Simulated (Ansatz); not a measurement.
Two isomers of C2H9AlOSi: A = `C[SiH](C)[AlH][OH]`, B = `[CH3][AlH][O][SiH2]C`.

Program: Ansatz. Geometries: PBE0-D4/def2-TZVP. ΔE: electronic, gas phase. CCSD(T)/CBS is the MP2 limit (def2-TZVPP, def2-QZVPP) plus CCSD(T) − MP2 in def2-TZVPP, frozen cores. Functionals use def2-TZVPP. B3LYP here is the variant with VWN-RPA as its local correlation; programs differ in this. Each species was taken in one conformer, which may not be the lowest.

A:

```xyz
14

C     0.147    0.049   -1.848
Si   -0.649    0.000   -0.144
C    -0.961   -1.784    0.380
Al    0.674    1.229    1.520
O     1.946    2.181    0.904
H     1.118   -0.452   -1.839
H     0.309    1.079   -2.174
H    -0.487   -0.449   -2.587
H    -1.984    0.675   -0.235
H    -1.603   -2.289   -0.346
H    -1.452   -1.832    1.355
H    -0.025   -2.345    0.448
H     0.455    1.227    3.101
H     2.511    2.711    1.465
```

B:

```xyz
14

C     2.097   -1.250    0.784
Al    1.278    0.393    1.426
O    -0.109    0.982    0.670
Si   -1.390    1.224   -0.301
C    -1.649   -0.211   -1.464
H     1.376   -1.904    0.286
H     2.573   -1.812    1.593
H     2.883   -1.023    0.055
H     1.848    1.248    2.629
H    -2.609    1.409    0.537
H    -1.175    2.469   -1.091
H    -0.776   -0.362   -2.103
H    -1.834   -1.136   -0.912
H    -2.513   -0.027   -2.110
```

Task: Which isomer does CCSD(T)/CBS put lower? Give the gap. (Best estimate.)

Result: Computed: B, by 29.7 kcal/mol.

Task: Give E(B) − E(A) in kcal/mol with PBE0-D4, HF/def2-TZVPP, ωB97M-V, CCSD/def2-TZVPP, B3LYP, B3LYP-D4, MP2/def2-TZVPP. (Best estimate.)

Result: Ansatz gave: PBE0-D4 -25.8, HF/def2-TZVPP -36.3, ωB97M-V -31.1, CCSD/def2-TZVPP -30.6, B3LYP -30.6, B3LYP-D4 -30.2, MP2/def2-TZVPP -31.3. None reverses the order clearly.

Largest T1 diagnostic: 0.012.

In def2-TZVPP, CCSD(T) changes the Hartree–Fock value by +6.6 kcal/mol (the triples alone add +0.9 kcal/mol) and MP2 by +5.1 kcal/mol. From PBE to PBE0 (25 % exact exchange), in def2-TZVPP and without D4, E(B) − E(A) moves by −2.2 kcal/mol.
